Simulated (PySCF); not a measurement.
Job file and geometry (Å, from PBE0-D3(BJ)/def2-SVP) of an NMR shielding run on `[O]=[W-2](=[O])(=[O])=[O]`, [O$_{4}$W]2-, GIAO KT2/pcSseg-1 W:def2-TZVP NMR shielding, core potentials past Kr, else non-relativistic, gas phase in PySCF 2.14.0, density-fitted response routines; density fitting, a coarse starting grid and PySCF grid level 2 are the driver's defaults:

```
{"job": {"kind": "nmr", "xc": "KT2", "basis": {"default": "pcSseg-1", "W": "def2-TZVP"}, "pop": false}, "charge": -2, "multiplicity": 1}
W     -0.000310    -0.000069    -0.000146
O      0.016929    -0.014257     1.791541
O      1.683291     0.009721    -0.612598
O     -0.853954     1.465934    -0.577756
O     -0.845957    -1.461329    -0.601052
```

Question: Write the output of this run.

Answer: 
```
coarse grid: 29656 points
cycle   1  E = -371.6400429539  dE = -1.902e+01  |g| = 2.494e+00  |ddm| = 8.014e+00
cycle   2  E = -361.6841536258  dE =  9.956e+00  |g| = 6.688e+00  |ddm| = 1.357e+01
cycle   3  E = -372.5857284540  dE = -1.090e+01  |g| = 9.030e-01  |ddm| = 1.323e+01
cycle   4  E = -372.5718549533  dE =  1.387e-02  |g| = 1.021e+00  |ddm| = 1.295e+00
cycle   5  E = -372.6995305453  dE = -1.277e-01  |g| = 6.437e-01  |ddm| = 7.915e-01
cycle   6  E = -372.7832835660  dE = -8.375e-02  |g| = 8.506e-02  |ddm| = 3.911e-01
cycle   7  E = -372.7847097150  dE = -1.426e-03  |g| = 1.659e-02  |ddm| = 4.932e-02
cycle   8  E = -372.7847333674  dE = -2.365e-05  |g| = 1.254e-02  |ddm| = 1.242e-02
cycle   9  E = -372.7847593415  dE = -2.597e-05  |g| = 5.353e-03  |ddm| = 8.939e-03
cycle  10  E = -372.7847647983  dE = -5.457e-06  |g| = 1.280e-03  |ddm| = 2.993e-03
final grid: 60424 points
cycle  11  E = -372.7845545496  dE =  4.073e-06  |g| = 4.670e-03  |ddm| = 3.624e-03
cycle  12  E = -372.7844887826  dE =  6.577e-05  |g| = 1.851e-02  |ddm| = 1.305e-02
cycle  13  E = -372.7845590751  dE = -7.029e-05  |g| = 2.028e-04  |ddm| = 1.032e-02
cycle  14  E = -372.7845590822  dE = -7.113e-09  |g| = 6.298e-05  |ddm| = 1.559e-04
cycle  15  E = -372.7845590828  dE = -5.937e-10  |g| = 3.655e-05  |ddm| = 5.299e-05
cycle  16  E = -372.7845590831  dE = -2.605e-10  |g| = 5.172e-06  |ddm| = 2.182e-05
converged SCF energy = -372.7845590831

GIAO shielding tensors (ppm)
atom      isotropic    diamagn.    paramagn.     s11        s22        s33       span
  0 W          nan         nan         nan        nan        nan        nan        nan
  1 O     -149.036     405.371    -554.406   -227.445   -227.043      7.381    234.826
  2 O     -149.086     405.368    -554.454   -227.613   -227.071      7.425    235.038
  3 O     -149.095     405.376    -554.471   -227.564   -227.248      7.526    235.090
  4 O     -149.135     405.377    -554.511   -227.523   -227.488      7.607    235.129
```

Question: Turn these shieldings into chemical shifts. Shifts are taken against calculated references (same method and geometry level): $^{17}$O (σref 330.66) against H2O.

Answer: Averaging equivalent atoms: O 1/2/3/4: 479.7 ppm. No reference was computed at this level for W. Unscaled 17O shifts of doubly bonded oxygen tend to come out too high, by tens of ppm or more. Experimental scales use liquid or dissolved standards, which lie at an offset from isolated H2O (liquid H2O: subtract about 36 ppm).

W is described by an effective core potential, so it has no shielding of its own here; spin–orbit effects on the atoms bonded to it, which can be large, are absent, and the values of these neighbours are rough.

Size and cost of the density-fitted run: 108 basis functions, 7.6 s wall time on 1 thread of an Arm Neoverse V2, shared host.
